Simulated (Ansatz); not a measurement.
The same path of C$_{3}$H$_{12}$N$_{2}$Si (18 atoms, charge 0, multiplicity 1) was run 3 times with different band settings. The coordinate that changes most is the dihedral H13–C3–Si4–N6.

Computed with Ansatz, RKS r2SCANh-D4/6-31G*.

Relaxed end points:

```xyz
18
Properties=species:S:1:pos:R:3
C -1.912 -2.003 -0.130
C -0.789 -1.142 0.440
C -0.527 0.125 -0.381
Si 0.869 1.179 0.314
N 1.062 2.496 -0.785
N 2.419 0.437 0.463
H -2.854 -1.443 -0.164
H -1.680 -2.321 -1.152
H -2.079 -2.903 0.473
H 0.134 -1.735 0.494
H -1.031 -0.865 1.475
H -0.287 -0.148 -1.419
H -1.449 0.724 -0.434
H 0.518 1.507 1.734
H 0.253 2.897 -1.239
H 1.756 3.204 -0.589
H 2.664 -0.068 1.301
H 2.894 0.068 -0.349
```

```xyz
18
Properties=species:S:1:pos:R:3
C -2.158 -1.747 -0.181
C -1.314 -0.571 0.304
C 0.105 -0.571 -0.280
Si 1.216 0.796 0.384
N 0.480 2.282 -0.094
N 2.842 0.865 -0.186
H -2.252 -1.735 -1.272
H -1.695 -2.699 0.101
H -3.167 -1.725 0.245
H -1.260 -0.590 1.401
H -1.825 0.365 0.042
H 0.585 -1.535 -0.059
H 0.054 -0.502 -1.377
H 1.380 0.552 1.854
H -0.527 2.363 -0.116
H 0.906 3.154 0.190
H 3.562 0.321 0.266
H 3.033 0.988 -1.171
```

Common settings: spring 5.0 eV/Å²; optimiser quadratic models (default); start path through a guess of the saddle point; end points relaxed.

| run | movable images | climbing image | force threshold | iteration limit |
| --- | --- | --- | --- | --- |
| 1 | 5 | yes | 0.05 eV/Å | 29 |
| 2 | 6 | no | 0.05 eV/Å | 18 |
| 3 | 5 | yes | 0.5 eV/Å | 18 |

(1) What does each run give, and how far can it be trusted?

## Answers

(1) Run 1: converged after 11 iterations, highest image 0.073 eV above the first end. A vibrational analysis at the climbing image gives one clearly imaginary mode, 49i cm⁻¹: a first-order saddle point.
Run 2: converged after 13 iterations, highest image 0.072 eV above the first end. No image climbed, so the highest image needn't sit at the top of the path.
Run 3: converged after 5 iterations, highest image 0.141 eV above the first end. The threshold of 0.5 eV/Å is loose, so the images may lie well off the minimum-energy path. The order of the stationary point at the top wasn't checked.
